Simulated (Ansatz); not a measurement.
Program: Ansatz. Geometries: PBE0-D4/def2-TZVP. ΔE: electronic, gas phase. CBS: MP2 limit from def2 TZ/QZ plus the TZ coupled-cluster correction, frozen cores. DFT in def2-TZVPP. B3LYP here is the variant with VWN-RPA as its local correlation; programs differ in this. For Ge outer-core shells are correlated without core-valence functions, which leaves a few kJ/mol of doubt a bond. Scalar relativity is left out up to krypton. Each species was taken in one conformer, which may not be the lowest.

Reaction (redistribution): `Cl[SiH2][O][GeH3]` + `CSBCl` → `Cl[SiH2][O][GeH2][Cl]` + `BSC`

Is it downhill or uphill in electronic energy at CCSD(T)/CBS, and by how much? (Best estimate.)

Ansatz gave: Nearly level: ΔE = -0.5 kcal/mol.

What do these levels give: r2SCAN-D4, B3LYP-D4, ωB97X-V, ωB97M-V, PBE, r2SCAN, PBE0, HF/def2-TZVPP, MP2/def2-TZVPP, HF/def2-QZVPP, MP2/def2-QZVPP, HF/CBS(def2)? (Estimate.)

The calculation gave: r2SCAN-D4 -0.2, B3LYP-D4 -0.9, ωB97X-V -0.8, ωB97M-V -0.7, PBE 0.9, r2SCAN 0.0, PBE0 0.3, HF/def2-TZVPP -2.7, MP2/def2-TZVPP -0.2, HF/def2-QZVPP -2.7, MP2/def2-QZVPP -0.2, HF/CBS(def2) -2.7 kcal/mol.

Largest T1 diagnostic among the species: 0.014.

In def2-TZVPP, CCSD(T) changes the Hartree–Fock value by +2.3 kcal/mol (the triples alone add +0.3 kcal/mol) and MP2 by +2.5 kcal/mol.
